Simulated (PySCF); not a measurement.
C$_{2}$H$_{5}$O (SMILES [CH2]CO), doublet (typed; the unrestricted solution is spin-contaminated), at a GFN2-xTB geometry, with bond 6-2 at 2.0 times its length; HF/6-31G run with PySCF.

The PySCF input:
```python
from pyscf import gto, scf

mol = gto.M(
    atom='''
C     1.15137558   -0.54678548    0.07260233
C     0.09202467    0.46500352    0.17816257
O    -1.13368056   -0.05970874   -0.27413176
H    -1.81767180    0.61315053   -0.19934148
H    -0.00181551    0.81115250    1.22869683
H     0.63817269    2.26747168   -0.99734591
H     2.14839555   -0.30505774    0.37779903
H     0.91503609   -1.51712129   -0.30909800
''',
    basis='6-31g',
    spin=1,
    verbose=4,
)

mf = scf.UHF(mol)
mf.DIIS = scf.EDIIS
mf.kernel()
mf.analyze()
```

It wrote (shortened):

```
PySCF version 2.14.0

[INPUT] verbose = 4
[INPUT] num. atoms = 8
[INPUT] num. electrons = 25
[INPUT] charge = 0
[INPUT] spin (= nelec alpha-beta = 2S) = 1
[INPUT] symmetry False subgroup None
[INPUT] Mole.unit = angstrom
[INPUT] Symbol           X                Y                Z      unit          X                Y                Z       unit  Magmom
[...]
nuclear repulsion = 72.66431215188
number of shells = 25
number of NR pGTOs = 86
number of NR cGTOs = 37
basis = 6-31g
ecp = {}

******** <class 'pyscf.scf.uhf.UHF'> ********
method = UHF
initial guess = minao
damping factor = 0
level_shift factor = 0
DIIS = <class 'pyscf.scf.diis.EDIIS'>
diis_start_cycle = 1
diis_space = 8
diis_damp = 0
SCF conv_tol = 1e-09
SCF conv_tol_grad = None
SCF max_cycles = 50
direct_scf = True
direct_scf_tol = 1e-13
number electrons alpha = 13  beta = 12
Set gradient conv threshold to 3.16228e-05
init E= -153.301842024685

cycle= 1 E= -153.147655189594  delta_E= 0.154  |g|= 0.354  |ddm|= 1.65
cycle= 2 E= -153.223435174886  delta_E= -0.0758  |g|= 0.21  |ddm|= 0.464
cycle= 3 E= -153.251118593583  delta_E= -0.0277  |g|= 0.109  |ddm|= 0.239
cycle= 4 E= -153.264387555994  delta_E= -0.0133  |g|= 0.0783  |ddm|= 0.158
cycle= 5 E= -153.272392809969  delta_E= -0.00801  |g|= 0.0561  |ddm|= 0.116
cycle= 6 E= -153.2749466115  delta_E= -0.00255  |g|= 0.0385  |ddm|= 0.0383
cycle= 7 E= -153.278561082245  delta_E= -0.00361  |g|= 0.0295  |ddm|= 0.0714
cycle= 8 E= -153.278561082245  delta_E= -1.42e-13  |g|= 0.0295  |ddm|= 7.67e-14
cycle= 9 E= -153.278561082245  delta_E= 2.56e-13  |g|= 0.0295  |ddm|= 1.07e-13
cycle= 10 E= -153.280619293056  delta_E= -0.00206  |g|= 0.0221  |ddm|= 0.0535
cycle= 11 E= -153.280619293056  delta_E= 1.71e-13  |g|= 0.0221  |ddm|= 2.21e-13
cycle= 12 E= -153.281742631265  delta_E= -0.00112  |g|= 0.0163  |ddm|= 0.0401
cycle= 13 E= -153.281742631265  delta_E= 1.14e-13  |g|= 0.0163  |ddm|= 8.69e-14
cycle= 14 E= -153.281742631265  delta_E= -1.14e-13  |g|= 0.0163  |ddm|= 1.59e-13
cycle= 15 E= -153.282333789322  delta_E= -0.000591  |g|= 0.0118  |ddm|= 0.0289
cycle= 16 E= -153.282333789322  delta_E= -8.53e-14  |g|= 0.0118  |ddm|= 1.23e-13
cycle= 17 E= -153.282636603992  delta_E= -0.000303  |g|= 0.00849  |ddm|= 0.0209
cycle= 18 E= -153.282636603992  delta_E= 1.99e-13  |g|= 0.00849  |ddm|= 1.83e-13
cycle= 19 E= -153.282636603992  delta_E= 2.84e-14  |g|= 0.00849  |ddm|= 1.42e-13
cycle= 20 E= -153.282788968799  delta_E= -0.000152  |g|= 0.00607  |ddm|= 0.0147
cycle= 21 E= -153.282788968799  delta_E= -2.56e-13  |g|= 0.00607  |ddm|= 1.33e-13
cycle= 22 E= -153.28286484473  delta_E= -7.59e-05  |g|= 0.00432  |ddm|= 0.0104
cycle= 23 E= -153.28286484473  delta_E= 3.41e-13  |g|= 0.00432  |ddm|= 2.43e-13
cycle= 24 E= -153.28286484473  delta_E= 1.14e-13  |g|= 0.00432  |ddm|= 3.2e-13
cycle= 25 E= -153.282902444774  delta_E= -3.76e-05  |g|= 0.00308  |ddm|= 0.00728
cycle= 26 E= -153.282902444775  delta_E= -3.41e-13  |g|= 0.00308  |ddm|= 1.67e-13
cycle= 27 E= -153.282921054143  delta_E= -1.86e-05  |g|= 0.00219  |ddm|= 0.00514
cycle= 28 E= -153.282921054143  delta_E= -1.71e-13  |g|= 0.00219  |ddm|= 1.04e-12
cycle= 29 E= -153.282921054143  delta_E= -5.68e-14  |g|= 0.00219  |ddm|= 1.42e-13
cycle= 30 E= -153.282930273746  delta_E= -9.22e-06  |g|= 0.00156  |ddm|= 0.00359
cycle= 31 E= -153.282930273746  delta_E= 5.68e-14  |g|= 0.00156  |ddm|= 1.93e-13
cycle= 32 E= -153.282934851951  delta_E= -4.58e-06  |g|= 0.00111  |ddm|= 0.00254
cycle= 33 E= -153.282935222658  delta_E= -3.71e-07  |g|= 0.00106  |ddm|= 0.000252
cycle= 34 E= -153.282934888797  delta_E= 3.34e-07  |g|= 0.00111  |ddm|= 0.000227
cycle= 35 E= -153.282937185875  delta_E= -2.3e-06  |g|= 0.000782  |ddm|= 0.00181
cycle= 36 E= -153.282937682575  delta_E= -4.97e-07  |g|= 0.00069  |ddm|= 0.000504
cycle= 37 E= -153.282938094396  delta_E= -4.12e-07  |g|= 0.000604  |ddm|= 0.000476
cycle= 38 E= -153.282938363063  delta_E= -2.69e-07  |g|= 0.000541  |ddm|= 0.000355
[...]
cycle= 41 E= -153.282938922405  delta_E= -9.64e-08  |g|= 0.000374  |ddm|= 0.000186
cycle= 42 E= -153.282939019409  delta_E= -9.7e-08  |g|= 0.000336  |ddm|= 0.000207
cycle= 43 E= -153.282939135615  delta_E= -1.16e-07  |g|= 0.000284  |ddm|= 0.000284
cycle= 44 E= -153.282939185636  delta_E= -5e-08  |g|= 0.000259  |ddm|= 0.00014
cycle= 45 E= -153.282939201203  delta_E= -1.56e-08  |g|= 0.00025  |ddm|= 4.64e-05
cycle= 46 E= -153.28293922642  delta_E= -2.52e-08  |g|= 0.000236  |ddm|= 7.89e-05
cycle= 47 E= -153.282939268896  delta_E= -4.25e-08  |g|= 0.000209  |ddm|= 0.000145
cycle= 48 E= -153.282939298376  delta_E= -2.95e-08  |g|= 0.000188  |ddm|= 0.000113
cycle= 49 E= -153.282939316406  delta_E= -1.8e-08  |g|= 0.000174  |ddm|= 7.6e-05
cycle= 50 E= -153.282939331479  delta_E= -1.51e-08  |g|= 0.000161  |ddm|= 6.87e-05
SCF not converged.
SCF energy = -153.282939331479 after 50 cycles  <S^2> = 1.3481527  2S+1 = 2.5283613
**** SCF Summaries ****
Total Energy =                        -153.282939331478872
Nuclear Repulsion Energy =              72.664312151880040
One-electron Energy =                 -352.208193214348455
Two-electron Energy =                  126.260941730989529
Two-electron Coulomb Energy =          146.537858765171393
DFT Exchange-Correlation Energy =      -20.276917034181864
**** MO energy ****
                             alpha | beta                alpha | beta
[...]
To work with the spin densities directly, `use mulliken_meta_spin()` only printing them here.

 ** Mulliken spin pop alpha/beta on meta-lowdin orthogonal AOs **
 ** Mulliken Spin Density (per AO)  **
spin_pop of  0 C 1s       -0.00000
spin_pop of  0 C 2s        0.07432
spin_pop of  0 C 3s       -0.00154
spin_pop of  0 C 2px       0.08816
spin_pop of  0 C 2py       0.12381
spin_pop of  0 C 2pz       0.71365
spin_pop of  0 C 3px      -0.00038
spin_pop of  0 C 3py       0.00001
spin_pop of  0 C 3pz       0.00533
spin_pop of  1 C 1s        0.00000
spin_pop of  1 C 2s       -0.12621
spin_pop of  1 C 3s       -0.00123
spin_pop of  1 C 2px      -0.06189
spin_pop of  1 C 2py      -0.38035
spin_pop of  1 C 2pz      -0.24689
spin_pop of  1 C 3px       0.00012
spin_pop of  1 C 3py      -0.00061
spin_pop of  1 C 3pz      -0.00005
spin_pop of  2 O 1s        0.00000
spin_pop of  2 O 2s       -0.00187
spin_pop of  2 O 3s       -0.00024
spin_pop of  2 O 2px       0.00734
spin_pop of  2 O 2py      -0.02675
spin_pop of  2 O 2pz      -0.01813
spin_pop of  2 O 3px      -0.00017
spin_pop of  2 O 3py      -0.00036
spin_pop of  2 O 3pz      -0.00021
spin_pop of  3 H 1s        0.00303
spin_pop of  3 H 2s       -0.00026
spin_pop of  4 H 1s        0.04342
spin_pop of  4 H 2s       -0.00049
spin_pop of  5 H 1s        0.90896
spin_pop of  5 H 2s        0.00540
spin_pop of  6 H 1s       -0.05028
spin_pop of  6 H 2s        0.00043
spin_pop of  7 H 1s       -0.05643
spin_pop of  7 H 2s        0.00039
 ** Mulliken Spin Density (per atom)  **
spin density of  0 C =      1.00336
spin density of  1 C =     -0.81712
spin density of  2 O =     -0.04039
spin density of  3 H =      0.00276
spin density of  4 H =      0.04292
spin density of  5 H =      0.91436
spin density of  6 H =     -0.04985
spin density of  7 H =     -0.05604
 ** Mulliken pop alpha/beta on meta-lowdin orthogonal AOs **
 ** Mulliken pop       alpha | beta **
[...]
In total            13.00000 | 12.00000
 ** Mulliken atomic charges   ( Nelec_alpha | Nelec_beta ) **
charge of  0C =     -0.21406  (     3.60871      2.60535 )
charge of  1C =      0.07986  (     2.55151      3.36863 )
charge of  2O =     -0.51724  (     4.23842      4.27882 )
charge of  3H =      0.32773  (     0.33752      0.33475 )
charge of  4H =      0.10572  (     0.46860      0.42568 )
charge of  5H =     -0.02929  (     0.97182      0.05747 )
charge of  6H =      0.11594  (     0.41710      0.46696 )
charge of  7H =      0.13134  (     0.40631      0.46235 )
Dipole moment(X, Y, Z, Debye):  0.05673,  1.15246,  1.25867
```

Convergence was not reached.
